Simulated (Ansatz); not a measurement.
This geometry of CH₃NZn (6 atoms, charge 0, multiplicity 1) is a first-order saddle point.

Method: RKS revPBE-D4/def2-SVP (Ansatz).

```xyz
6
Properties=species:S:1:pos:R:3
N -0.782 -0.966 -0.600
C -0.158 0.124 -0.626
Zn 0.825 0.785 1.010
H -1.284 -1.832 -0.567
H -0.142 0.745 -1.586
H 1.540 1.144 2.369
```

Problem. Which two structures does it join? (They come from a converged band through this point; their orientation in space is the band's.)

Solution. No bond is made or broken. The dihedral H4–N1–C2–Zn3 changes from 0 to -180° by way of a nearly straight angle H4–N1–C2 (up to 179°), not by a turn about the bond.

Image 0:

```xyz
6
Properties=species:S:1:pos:R:3
N -0.891 -0.973 -0.940
C -0.187 0.083 -0.697
Zn 0.713 0.645 0.988
H -0.957 -1.574 -0.094
H -0.085 0.766 -1.581
H 1.406 1.054 2.325
```

Image 8:

```xyz
6
Properties=species:S:1:pos:R:3
N -0.759 -1.124 -0.290
C -0.160 0.005 -0.481
Zn 0.804 0.748 1.076
H -1.240 -1.440 -1.160
H -0.192 0.525 -1.479
H 1.546 1.286 2.333
```

Problem. How far does it lie above each of them?

Solution. 1.22 eV above the first and 1.25 eV above the second. This is the barrier of this one path; another mechanism may lie lower.

Run time: 6.5 min on 1 thread of AMD EPYC (Zen 3), on a shared host, peak memory 0.13 GiB.
